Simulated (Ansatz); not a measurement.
Isolated molecules relaxed with PBE0-D4/def2-TZVP in Ansatz; ΔE leaves out vibrations. CBS: MP2 limit from def2 TZ/QZ plus the TZ coupled-cluster correction, frozen cores. DFT in def2-TZVPP. def2 core potentials past Kr. For Ge, Te outer-core shells are correlated without core-valence functions, which leaves a few kJ/mol of doubt a bond. Scalar relativity is left out up to krypton. Each species was taken in one conformer, which may not be the lowest.

`[NH2][AlH][SiH2][TeH]` + `[F][GeH3]` → `[NH2][AlH][GeH2][F]` + `[SiH3][TeH]`  (formal exchange of groups at the Al–Si bond)

Task: Is it downhill or uphill in electronic energy at CCSD(T)/CBS, and by how much? (An estimate is asked.)

Result: Computed: Downhill: ΔE = -10.4 kJ/mol.

Task: What do these levels give: PBE-D4, r2SCAN-D4, ωB97M-V, r2SCAN, HF/def2-QZVPP, SCS-MP2/def2-QZVPP? (An estimate is asked.)

Result: Computed: PBE-D4 -8.0, r2SCAN-D4 -10.2, ωB97M-V -15.4, r2SCAN -10.9, HF/def2-QZVPP -17.0, SCS-MP2/def2-QZVPP -11.7 kJ/mol.

Largest T1 diagnostic among the species: 0.013.

In def2-TZVPP, CCSD(T) changes the Hartree–Fock value by +8.1 kJ/mol (the triples alone add +2.3 kJ/mol) and MP2 by +8.2 kJ/mol. The D4 term adds +3.8 kJ/mol with B3LYP and +2.2 kJ/mol with PBE0; it sums over pairs of atoms, weighted by their polarisabilities, and B3LYP, whose exchange is more repulsive, gets the larger term.

B3LYP here is the variant with VWN-RPA as its local correlation; programs differ in this.
